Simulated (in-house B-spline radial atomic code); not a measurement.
How numerical settings move a run on B, [He] 2s2 2p1. Computed with a B-spline radial code for spherical atoms: scalar-relativistic (X2C) RPBE, spin-polarised, spherical fractional occupations, Fermi nucleus of rms radius 2.406 fm.

Command:
```bash
python run_scf.py task.json out
```
Settings of the sound reference run:
```
Z                5
electrons        5
configuration    [He] 2s2 2p1
hamiltonian      x2c
method           rpbe,pbe
spin_polarised   True
nucleus          fermi
rms_radius       2.406
mass_number      11
atomic_mass      11.00931
speed_of_light   137.036
knot_spacing     0.22
spline_order     8
gauss_points     12
box_radius       50
max_iterations   70
damping          0.5
damped_steps     3
diis_vectors     10
tolerance        1e-08
start            Thomas-Fermi
```

Cost of the run: 0.22 s on 1 thread of Arm Neoverse V1, with other jobs on the host.

It converges in 9 iterations to -24.666932 hartree, with 2p up at -3.99079 eV. The other runs change the listed settings, some to values that make no sense; their results aren't properties of the atom or ion. Radii are in bohr (the nuclear one in fm), a minus after a letter asks for a j subshell, and «unchanged» means within 1e-8 hartree. The run stops when the residual is below 10 × tolerance × max(1, Z/10), or a noise floor if that is larger, and the energy moves by less than 1e-8 × √|E| hartree; so very loose and very tight tolerances often act alike.

| changed settings | outcome |
| --- | --- |
| diis_vectors = 2 | converged in 10 iterations, energy unchanged, 2p up level +1.2e-05 eV |
| diis_vectors = 4 | converged in 9 iterations, energy unchanged, 2p up level -4.5e-06 eV |
| box_radius = 3 | converged in 8 iterations, energy +5.73e-01 hartree from the reference, 2p up level +1.1e+01 eV (the program warns: 2p up has a positive eigenvalue: unbound, held by the box; 2s up has a positive eigenvalue: unbound, held by the box) |
| diis_vectors = 20 | converged in 9 iterations, energy unchanged |
| diis_vectors = 0 | converged in 19 iterations, energy unchanged |
| knot_spacing = 0.15 | converged in 9 iterations, energy -1.68e-06 hartree from the reference, 2p up level +4.1e-05 eV |
| box_radius = 15 | converged in 9 iterations, energy +4.17e-07 hartree from the reference, 2p up level +1.3e-04 eV (the program warns: 2p up reaches the box edge) |
| box_radius = 200 | converged in 9 iterations, energy -2.26e-07 hartree from the reference, 2p up level -1.4e-06 eV |
| knot_spacing = 2 | converged in 9 iterations, energy +5.25e-01 hartree from the reference, 2p up level -3.9e-02 eV |
| knot_spacing = 0.75 | converged in 16 iterations, energy +3.66e-03 hartree from the reference, 2p up level -3.0e-03 eV |
| box_radius = 25 | converged in 9 iterations, energy -2.09e-08 hartree from the reference, 2p up level +1.6e-06 eV |
| knot_spacing = 1.4 | converged in 9 iterations, energy +8.57e-02 hartree from the reference, 2p up level -3.2e-02 eV |
| knot_spacing = 0.3 | converged in 9 iterations, energy +7.18e-06 hartree from the reference, 2p up level -1.6e-04 eV |
| box_radius = 7.5 | converged in 9 iterations, energy +1.81e-03 hartree from the reference, 2p up level +1.5e-01 eV (the program warns: 2p up reaches the box edge; 2s up reaches the box edge) |
| knot_spacing = 0.55 | converged in 9 iterations, energy +1.74e-04 hartree from the reference, 2p up level -2.7e-04 eV |
| box_radius = 10 | converged in 9 iterations, energy +1.13e-04 hartree from the reference, 2p up level +1.6e-02 eV (the program warns: 2p up reaches the box edge; 2s up reaches the box edge) |
| electrons = 8, configuration = [He] 2s2 2p1 3s3, max_iterations = 60 | stopped with error: shell 3s holds at most 1 electrons (per spin) |
| knot_spacing = 0.1 | converged in 9 iterations, energy -1.96e-06 hartree from the reference, 2p up level +4.5e-05 eV |
| box_radius = 100 | converged in 9 iterations, energy unchanged, 2p up level -1.1e-06 eV |
| diis_vectors = 1 | converged in 22 iterations, energy unchanged, 2p up level +1.9e-05 eV |

Q: What happens with electrons = 6, configuration = [He] 2s2 2p1 2f1, max_iterations = 60?

A: Stopped with error: there is no 2f shell.

Q: What happens with knot_spacing = 1, spline_order = 5, gauss_points = 16, first_knot = 0.6, max_iterations = 75?

A: Converged in 10 iterations, energy +4.14e-01 hartree from the reference, 2p up level -1.0e-01 eV.

Q: What happens with knot_spacing = 1?

A: Converged in 9 iterations, energy +4.26e-02 hartree from the reference, 2p up level -1.4e-02 eV.

Q: What happens with box_radius = 5?

A: Converged in 9 iterations, energy +3.66e-02 hartree from the reference, 2p up level +1.5e+00 eV (the program warns: 2p up reaches the box edge; 2s up reaches the box edge).
